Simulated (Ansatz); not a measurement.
Species: AlBr2, SMILES `[Br][Al][Br]` (charge 0, multiplicity 2), formula AlBr2.

### Question
How many basis functions does frozen-core CCSD(T)/cc-pVTZ // r2SCAN-D4/def2-TZVP (Ansatz, a program for electronic structure) use, how many core orbitals are frozen, and how many electrons are correlated?

### Answer
120 basis functions and 23 frozen orbitals, which leaves 37 correlated electrons (filled d shells below the valence shell are correlated). Core time is of the order of minutes.
